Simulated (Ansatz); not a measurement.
The same bond dissociation along the group C, Si, Ge, Sn.

Calculated with Ansatz (gas phase, PBE0-D4/def2-TZVP geometries, no zero-point term in ΔE). CBS: MP2 limit from def2 TZ/QZ plus the TZ coupled-cluster correction, frozen cores. Small cases extrapolate CCSD(T) itself. Open shells (•) are unrestricted, without spin–orbit coupling. def2 core potentials past Kr. For Ge, Sn outer-core shells are correlated without core-valence functions, so the limit isn't a true one: a few kJ/mol of doubt a bond, and 10 to 20 or more in all where bonds break to atoms. Scalar relativity is left out up to krypton.

Question: Order these by ΔE at CCSD(T)/CBS, lowest first. (An estimate is asked.)
A. `[F][SnH2][F]` → H• + `[F][SnH][F]`•
B. `[F][GeH2][F]` → H• + `[F][GeH][F]`•
C. `F[SiH2]F` → H• + `F[SiH]F`•
D. `FCF` → H• + `F[CH]F`•

Answer: A (+3.45 eV), B (+4.02 eV), C (+4.43 eV), D (+4.75 eV).

Largest T1 diagnostic: 0.018, for `[F][SnH][F]`•.

Extrapolated directly: `F[SiH2]F` → H• + `F[SiH]F`•.
